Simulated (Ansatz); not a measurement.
Geometry optimisation of Li₄N⁺.

```yaml
crystal:
  periodic: [false, false, false]
  atoms:
    - {symbol: Li, position_ang: [0.379570, -0.381610, 1.710770]}
    - {symbol: Li, position_ang: [0.069190, -1.502580, -0.971660]}
    - {symbol: Li, position_ang: [-1.645680, 0.710140, -0.104830]}
    - {symbol: Li, position_ang: [1.197760, 1.172270, -0.635850]}
    - {symbol: N, position_ang: [-0.000840, 0.001790, 0.001580]}
basis:
  gaussian: {orbitals: def2-TZVP}
total_charge: 1
hamiltonian: {xc: {name: B3LYP}, dispersion: d4}
scf: {omitted_lower_state_checks: [starts]}
output: {orbitals: {seedname: orbitals}}
relax: {f_tol: 0.02, max_steps: 100}
```

```sh
$ ansatz run in.yaml --threads 4 --pin off --events-out ev --progress --plain --max-ram 3916MiB
```

Shortened log:

```
Functional definition: B3LYP
  name "B3LYP"
  cite "Stephens, Devlin, Chabalowski & Frisch, J. Phys. Chem. 98, 11623 (1994) doi:10.1021/j100096a001"
  cite "Becke, Phys. Rev. A 38, 3098 (1988) doi:10.1103/PhysRevA.38.3098"
  cite "Lee, Yang & Parr, Phys. Rev. B 37, 785 (1988) doi:10.1103/PhysRevB.37.785"
  cite "Vosko, Wilk & Nusair, Can. J. Phys. 58, 1200 (1980) doi:10.1139/p80-159"
  parameter a0 = 0.2
  parameter ax = 0.72
  parameter ac = 0.81
  exchange = (1 - a0 - ax)*slater_x + ax*b88_x + a0*exact_x
  correlation = (1 - ac)*vwn_rpa_c + ac*lyp_c
these checks for a lower state are left out or cut short: starts
mean field -2306.74744989 eV, -84.7714052140 hartree, gradient 4.6e-6 eV, S^2 0.000000; 0 other end points of the search recorded, 0 dependent functions left out
the calculation of the forces begins
relax step   1: F+E_penalty+E_count = -2306.79910561 eV  Δ(F+E_penalty+E_count) = +0.000e0 eV  max|allowed force component| = 1.323e-1 eV/Å  Δτ_max = 0.0000 Å  (44 SCF iters, accepted)
these checks for a lower state are left out or cut short: starts, cluster_reference, orbital_swaps, neighbouring_geometries, increment
mean field -2306.75033299 eV, -84.7715111657 hartree, gradient 6.9e-5 eV, S^2 0.000000; 0 other end points of the search recorded, 0 dependent functions left out
the calculation of the forces begins
relax step   2: F+E_penalty+E_count = -2306.80207505 eV  Δ(F+E_penalty+E_count) = -2.969e-3 eV  max|allowed force component| = 6.138e-2 eV/Å  Δτ_max = 0.0093 Å  (22 SCF iters, accepted)
these checks for a lower state are left out or cut short: starts, cluster_reference, orbital_swaps, neighbouring_geometries, increment
mean field -2306.75108479 eV, -84.7715387939 hartree, gradient 6.6e-5 eV, S^2 0.000000; 0 other end points of the search recorded, 0 dependent functions left out
the calculation of the forces begins
relax step   3: F+E_penalty+E_count = -2306.80290576 eV  Δ(F+E_penalty+E_count) = -8.307e-4 eV  max|allowed force component| = 1.663e-3 eV/Å  Δτ_max = 0.0071 Å  (22 SCF iters, accepted)
these checks for a lower state are left out or cut short: starts
mean field -2306.75108479 eV, -84.7715387939 hartree, gradient 6.6e-5 eV, S^2 0.000000; 0 other end points of the search recorded, 0 dependent functions left out
the calculation of the forces begins
Total energy: -2306.80318214 eV, -84.7734533364 hartree
Atom 0 at     0.377041    -0.375168     1.697696 Å, force     0.000111    -0.000378     0.000444 eV/Å
Atom 1 at     0.065109    -1.492550    -0.965945 Å, force     0.000397    -0.001663    -0.000999 eV/Å
Atom 2 at    -1.631100     0.702633    -0.103970 Å, force     0.000044     0.000088     0.000016 eV/Å
Atom 3 at     1.188857     1.165192    -0.627704 Å, force     0.000658     0.000469    -0.000580 eV/Å
Atom 4 at     0.000093    -0.000097    -0.000067 Å, force    -0.001210     0.001484     0.001120 eV/Å
Dipole moment:    -0.000185     0.000201     0.000142 e Å
Checks for a lower state left out: starts
```

Run time 2 s (4 threads of Arm Neoverse V2 on a shared host).

The structure comes from a short search, and lower isomers may exist.
